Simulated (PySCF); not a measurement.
Atomic charges against the basis set

Compound: CH₈OSi₃.
Z-matrix (Å and degrees, PBE0-D3(BJ)/def2-SVP geometry), rows numbered from 1:
```
Si
Si  1  2.3438
C   2  1.9048  1  115.37
Si  3  1.8976  2   83.18  1   114.95
O   4  1.6995  3   90.82  2    -0.26
H   1  1.4944  2  111.69  3  -163.15
H   1  1.4965  2  109.05  3   -42.54
H   1  1.4972  2  109.59  3    76.11
H   2  1.4955  1  111.66  3  -133.05
H   3  1.1004  2  115.84  1     0.05
H   3  1.1003  2  115.50  1  -129.19
H   4  1.4917  3  115.83  2   114.99
H   4  1.4914  3  115.60  2  -115.17
```

PBE0 throughout (PySCF), one geometry, spherical d and f functions. Isolated species at its PBE0-D3(BJ)/def2-SVP geometry, gas phase. Atoms taken as equivalent share a column and are averaged. The first 7 of 11 kinds of atom are listed.

Mulliken charges (e):

```
        basis  functions     Si1     Si2      C3     Si4      O5  H6/H7/H8      H9
       STO-3G         45  +0.331  +0.548  -0.468  +0.663  -0.475    -0.115  -0.127
        6-31G         73  +0.223  +0.845  -0.983  +0.931  -0.866    -0.082  -0.121
     pcSseg-0         73  +0.003  +0.955  -1.436  +1.084  -0.951    -0.012  -0.052
       6-31G*         98  +0.088  +0.651  -0.797  +0.677  -0.677    -0.046  -0.077
      cc-pVDZ        122  +0.053  +0.456  -0.376  +0.477  -0.516    -0.028  -0.049
     def2-SVP        122  +0.127  +0.534  -0.544  +0.628  -0.572    -0.049  -0.070
  aug-cc-pVDZ        199  -1.072  +0.637  +0.312  -0.035  -0.944    +0.281  +0.356
6-311+G(2d,p)        207  +0.088  +0.772  -0.833  +0.759  -0.791    -0.042  -0.055
    def2-TZVP        221  -0.004  +0.402  -0.520  +0.402  -0.463    -0.008  -0.030
      cc-pVTZ        274  +0.035  +0.379  -0.420  +0.386  -0.415    -0.017  -0.051
     IGLO-III        282  +0.528  +0.786  -0.824  +1.046  -0.857    -0.153  -0.188
     pcSseg-2        313  +0.325  +0.627  -0.636  +0.822  -0.663    -0.109  -0.108
```

IAO charges (e):

```json
{"basis": "STO-3G", "functions": "45", "Si1": "+0.376", "Si2": "+0.687", "C3": "-0.752", "Si4": "+0.848", "O5": "-0.683", "H6/H7/H8": "-0.122", "H9": "-0.114"}
{"basis": "6-31G", "functions": "73", "Si1": "+0.137", "Si2": "+0.739", "C3": "-0.816", "Si4": "+0.834", "O5": "-0.825", "H6/H7/H8": "-0.052", "H9": "-0.083"}
{"basis": "pcSseg-0", "functions": "73", "Si1": "+0.081", "Si2": "+0.743", "C3": "-0.839", "Si4": "+0.850", "O5": "-0.819", "H6/H7/H8": "-0.036", "H9": "-0.080"}
{"basis": "6-31G*", "functions": "98", "Si1": "+0.233", "Si2": "+0.838", "C3": "-0.840", "Si4": "+0.965", "O5": "-0.879", "H6/H7/H8": "-0.088", "H9": "-0.123"}
{"basis": "cc-pVDZ", "functions": "122", "Si1": "+0.231", "Si2": "+0.830", "C3": "-0.834", "Si4": "+0.956", "O5": "-0.871", "H6/H7/H8": "-0.087", "H9": "-0.122"}
{"basis": "def2-SVP", "functions": "122", "Si1": "+0.242", "Si2": "+0.840", "C3": "-0.837", "Si4": "+0.974", "O5": "-0.875", "H6/H7/H8": "-0.090", "H9": "-0.127"}
{"basis": "aug-cc-pVDZ", "functions": "199", "Si1": "+0.233", "Si2": "+0.837", "C3": "-0.844", "Si4": "+0.962", "O5": "-0.886", "H6/H7/H8": "-0.087", "H9": "-0.121"}
{"basis": "6-311+G(2d,p)", "functions": "207", "Si1": "+0.255", "Si2": "+0.860", "C3": "-0.865", "Si4": "+0.994", "O5": "-0.901", "H6/H7/H8": "-0.094", "H9": "-0.129"}
{"basis": "def2-TZVP", "functions": "221", "Si1": "+0.258", "Si2": "+0.869", "C3": "-0.870", "Si4": "+1.005", "O5": "-0.904", "H6/H7/H8": "-0.096", "H9": "-0.132"}
{"basis": "cc-pVTZ", "functions": "274", "Si1": "+0.246", "Si2": "+0.859", "C3": "-0.863", "Si4": "+0.991", "O5": "-0.896", "H6/H7/H8": "-0.092", "H9": "-0.128"}
{"basis": "IGLO-III", "functions": "282", "Si1": "+0.258", "Si2": "+0.867", "C3": "-0.869", "Si4": "+1.003", "O5": "-0.904", "H6/H7/H8": "-0.095", "H9": "-0.131"}
{"basis": "pcSseg-2", "functions": "313", "Si1": "+0.256", "Si2": "+0.866", "C3": "-0.870", "Si4": "+1.004", "O5": "-0.903", "H6/H7/H8": "-0.095", "H9": "-0.131"}
```

Some averages cover members that differ in this geometry, most widely: H6/H7/H8, Mulliken in aug-cc-pVDZ +0.261 to +0.316 e.

Question: Which scheme is steadiest as the basis changes?

Answer: Largest range over the bases for any column: IAO 0.29 e, Mulliken 1.75 e. IAO charges move least and Mulliken charges most, counted in e. Without the minimal STO-3G basis the ranges are IAO 0.18, Mulliken 1.75 e.

Question: How much do the charges still move between the two largest bases, IGLO-III and pcSseg-2?

Answer: At most, over all atoms: Mulliken 0.223 e, IAO 0.002 e.

Question: What do the same runs give for the total energy, the frontier levels and the dipole moment?

Answer: 
```tsv
basis	energy (Eh)	HOMO (eV)	LUMO (eV)	μ (D)
STO-3G	-974.6127	-3.63	5.72	1.07
6-31G	-985.9702	-7.59	-0.50	2.65
pcSseg-0	-984.8508	-7.84	-0.78	2.20
6-31G*	-986.1234	-7.61	-0.52	1.90
cc-pVDZ	-986.1708	-7.63	-0.55	1.70
def2-SVP	-985.8180	-7.72	-0.57	1.71
aug-cc-pVDZ	-986.1869	-7.69	-0.88	1.65
6-311+G(2d,p)	-986.2513	-7.75	-0.92	1.70
def2-TZVP	-986.2679	-7.73	-0.83	1.61
cc-pVTZ	-986.2665	-7.71	-0.75	1.60
IGLO-III	-986.2702	-7.74	-0.77	1.61
pcSseg-2	-986.2862	-7.76	-0.86	1.73
```

The dipole is fixed by the density alone, so its range of 1.58 D shows that the density itself changes with the basis, not only its division among atoms.
